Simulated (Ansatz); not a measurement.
Geometry optimisation, RKS PBE0/def2-SVP in Ansatz 0.2.0.

Input file:

```yaml
crystal:
  periodic: [false, false, false]
  atoms:
    - { symbol: C, position_ang: [-1.1355, 0.3103, 1.1052] }
    - { symbol: C, position_ang: [0.1592, 0.2424, 0.3777] }
    - { symbol: F, position_ang: [1.0506, 0.8885, 1.1527] }
    - { symbol: Si, position_ang: [0.2964, 1.0317, -1.3237] }
    - { symbol: Si, position_ang: [0.7698, -1.5068, 0.0778] }
    - { symbol: H, position_ang: [-1.4602, 1.4215, 1.2439] }
    - { symbol: H, position_ang: [-1.1076, -0.0969, 2.0942] }
    - { symbol: H, position_ang: [-1.9576, -0.1141, 0.5335] }
    - { symbol: H, position_ang: [1.5817, 0.9935, -1.89] }
    - { symbol: H, position_ang: [-0.7311, 0.3553, -2.2219] }
    - { symbol: H, position_ang: [-0.202, 2.4481, -1.2296] }
    - { symbol: H, position_ang: [0.8421, -2.2341, 1.3998] }
    - { symbol: H, position_ang: [2.0761, -1.5263, -0.5274] }
    - { symbol: H, position_ang: [-0.1948, -2.2422, -0.7634] }
basis:
  gaussian: { orbitals: def2-SVP }
hamiltonian:
  xc: pbe0
relax:
  f_tol: 0.015
  max_steps: 40
```

Launched with:

```bash
$ ansatz run input.yaml --threads 2 --pin off --max-ram 3072MiB --backend cpu --events-out ev --progress --plain --runs-dir out
```

Question: Where does it end, and by what steps?

Answer: The forces met the threshold. After 7 steps the energy has fallen by 0.499 eV; H10 moved furthest, 0.18 Å.

| step | energy less start (eV) | largest force component (eV/Å) | accepted |
| --- | --- | --- | --- |
| 0 | 0.0000 | 3.136 | yes |
| 1 | -0.4322 | 1.016 | yes |
| 2 | -0.4346 | 0.806 | yes |
| 3 | -0.4948 | 0.159 | yes |
| 4 | -0.4975 | 0.114 | yes |
| 5 | -0.4672 | 0.320 | no |
| 6 | -0.4989 | 0.016 | yes |
| 7 | -0.4990 | 0.010 | yes |

```xyz
14
Properties=species:S:1:pos:R:3
C -1.149 0.330 1.040
C 0.183 0.213 0.318
F 1.165 0.862 1.105
Si 0.185 1.142 -1.353
Si 0.772 -1.600 0.173
H -1.428 1.386 1.184
H -1.101 -0.143 2.034
H -1.951 -0.161 0.467
H 1.545 1.086 -1.964
H -0.801 0.509 -2.283
H -0.200 2.565 -1.112
H 0.833 -2.195 1.542
H 2.124 -1.647 -0.457
H -0.192 -2.377 -0.666
```

The run took 38 s on 2 threads of Arm Neoverse V1 (shared host), peak memory 0.3 GiB.
